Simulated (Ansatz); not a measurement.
Start from `[NH2][Al]([OH])[CH]=O` and change one element to get `NB(O)C=O`.

Ansatz, PBE0-D4/def2-TZVP geometries, multiplicity 1. Each molecule was computed in one conformer, which needn't be the lowest.

| property | `[NH2][Al]([OH])[CH]=O` |
| --- | --- |
| ideal-gas entropy at 298 K and 1 bar (rigid rotor, harmonic PBE0-D4/def2-TZVP) / J/(mol·K) | 353 |
| HOMO energy (PBE0/def2-TZVPP) / eV | -6.52 |
| HOMO energy (B3LYP/def2-TZVPP) / eV | -6.32 |
| LUMO energy (B3LYP/def2-TZVPP) / eV | -1.88 |
| HOMO–LUMO gap (PBE/def2-TZVPP) / eV | 2.36 |
| HOMO energy (ωB97M-V/def2-TZVPP) / eV | -8.83 |

(1) Give the same properties after the change, and the shifts. (Estimate.)

Results:

(1) Ansatz gave: 
```
                                                                                  property  `NB(O)C=O`  shift
ideal-gas entropy at 298 K and 1 bar (rigid rotor, harmonic PBE0-D4/def2-TZVP) / J/(mol·K)         311    -42
                                                        HOMO energy (PBE0/def2-TZVPP) / eV       -6.91  -0.39
                                                       HOMO energy (B3LYP/def2-TZVPP) / eV       -6.69  -0.37
                                                       LUMO energy (B3LYP/def2-TZVPP) / eV       -1.72   0.16
                                                       HOMO–LUMO gap (PBE/def2-TZVPP) / eV        2.75   0.39
                                                     HOMO energy (ωB97M-V/def2-TZVPP) / eV       -9.31  -0.48
```

With PBE0 the HOMO falls by 0.39 eV and the LUMO rises by 0.17 eV, so the gap widens by about 0.56 eV. PBE moves the HOMO by -0.21 eV and ωB97M-V by -0.48 eV.

B3LYP here is the variant with VWN-RPA as its local correlation; programs differ in this.
